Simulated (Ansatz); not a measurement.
System: GeH2, charge -1, multiplicity 2. 
Geometry from a B3LYP-D3(BJ)/def2-TZVP (Ansatz, a program for electronic structure) optimisation:
```
Ge
H 1 1.6352
H 1 1.6352 2 90.81
```
Charge -1, spin multiplicity 2.

Basis-set convergence of Hartree-Fock and CCSD(T) correlation energies (hartree) with Ansatz. Cores are frozen in the correlated levels unless marked. UHF or UKS for open shells. Spin-orbit coupling is left out. The frozen core is the preceding noble-gas configuration, with the filled d and f shells of earlier blocks. Non-relativistic.

```json
[
 {"basis": "def2-SVPD", "functions": "54", "E(HF)": "-2076.22707", "E(corr, CCSD(T))": "-0.12828"},
 {"basis": "def2-TZVPPD", "functions": "88", "E(HF)": "-2076.49326", "E(corr, CCSD(T))": "-0.14660"},
 {"basis": "def2-QZVPPD", "functions": "161", "E(HF)": "-2076.53947", "E(corr, CCSD(T))": "-0.15328"}
]
```

Extrapolating the two largest sets (X = 3 and 4) as X^-3: E(corr) = (64·(-0.15328) - 27·(-0.14660))/37 = -0.1582 Eh, an estimate of the basis-set limit. The largest set recovers 96.9 % of it, the smallest 81.1 %.
